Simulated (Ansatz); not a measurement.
Input for Ansatz (a first-principles code): U-wB97X-V/def2-TZVPP on AlS+, 2S+1 = 3, a spin state set in the input, which need not be the lowest, a point of a bond scan (R = 2.186 Å). Charge +1.

Ansatz 0.2 input:
```yaml
crystal:
  periodic: [false, false, false]
  atoms:
    - {symbol: Al, position_ang: [0.00000000, 0.00000000, 0.00000000]}
    - {symbol: S, position_ang: [0.00000000, 0.00000000, 2.18635800]}
basis:
  gaussian:
    orbitals: def2-TZVPP
    pivot_positions_ang: [[0.00000000, 0.00000000, 0.00000000], [0.00000000, 0.00000000, 2.18635800]]
hamiltonian:
  xc: {name: wB97X-V}
total_charge: 1
magnetization: {spin_polarized: true, initial_magnetization: 2}
output: {forces: true, orbitals: {seedname: ./end}}
```

The head of its log:

```
WARN ansatz: RAYON_NUM_THREADS=2 ignored (pool sized by the plan → 2); use --threads N
Functional definition: wB97X-V
integrals: 0.03 GiB planned
579 factors; their error is unknown
integrals: 0.06 GiB planned
132 factors; integrals over basis functions are off by at most 3.7e-5 eV
mean field: 0.40 GiB planned
mean field evaluation 1: about -17417.2188 eV, gradient 2.2e1 eV
mean field evaluation 2: about -17418.7857 eV, gradient 1.8e1 eV
```

**Question.** What total energy does the run end on?

**Answer.** -640.1868 hartree.
